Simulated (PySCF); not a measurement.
Species: C₃H₉NO₂Si₃.
Z-matrix (Å and degrees, GFN2-xTB geometry), rows numbered from 1:
```
N 
C   1  1.3477
O   2  1.2305  1  121.06
C   2  1.4684  1  117.93  3  -178.15
Si  4  1.9604  2  103.34  1   107.18
Si  5  2.3349  4   97.16  2    67.86
Si  6  2.3245  5   95.69  4    17.48
C   4  1.5008  2  108.76  1  -140.02
O   8  1.2109  4  121.52  2   138.98
H   1  1.0068  2  119.10  3    -2.23
H   1  1.0040  2  121.74  3  -177.87
H   4  1.0904  2  113.43  1   -14.48
H   5  1.4679  4  103.15  2  -166.60
H   5  1.4740  4  102.45  2   -59.13
H   6  1.4675  5  111.29  4  -107.25
H   6  1.4765  5  109.36  4   139.45
H   7  1.4774  6  112.51  5   113.08
H   7  1.4565  6  125.36  5  -117.08
```

Computed at PBE0/pcSseg-1 (PySCF, non-relativistic), with Q(14N) = 0.02044 b, Q(17O) = −0.0256 b: N1, 14N (I = 1): χzz = -4.535 MHz, η = 0.060; O3, 17O (I = 5/2): χzz = 8.256 MHz, η = 0.332; O9, 17O (I = 5/2): χzz = 12.17 MHz, η = 0.533.

Task: Where would the pure quadrupole (NQR) lines of 14N at N1 fall for the rigid, isolated species?

Result: From ν± = (3/4)|χ|(1 ± η/3) and ν0 = |χ|η/2: ν+ 3.470 MHz, ν− 3.333 MHz, ν0 0.137 MHz (amide nitrogen).

Task: Where would the pure quadrupole (NQR) lines of 17O at O3 fall for the rigid, isolated species?

Result: From the eigenvalues of H = χ/[4I(2I − 1)] × [3Iz² − I(I + 1) + η(Ix² − Iy²)], steps between neighbouring levels, labelled as for η = 0: ±1/2↔±3/2 1.379 MHz, ±3/2↔±5/2 2.425 MHz (amide oxygen).

Task: Find the zero-field quadrupole resonance frequencies of 17O at O9.

Result: From the eigenvalues of H = χ/[4I(2I − 1)] × [3Iz² − I(I + 1) + η(Ix² − Iy²)], steps between neighbouring levels, labelled as for η = 0: ±1/2↔±3/2 2.320 MHz, ±3/2↔±5/2 3.476 MHz (carbonyl oxygen).

In a crystal, neighbours and librations shift these lines. GFN2-xTB bond lengths can be off by several hundredths of an ångström, more for odd bonds, and the gradients follow them. The basis is small and wasn't made for field gradients, so the couplings can be 20 % off.

The run behind these numbers computed NMR shieldings as well. Time: 86 s wall; peak memory 1.1 GiB. Hardware: one thread of an Arm Neoverse N1, on a shared host.

One conformer stands for the species.
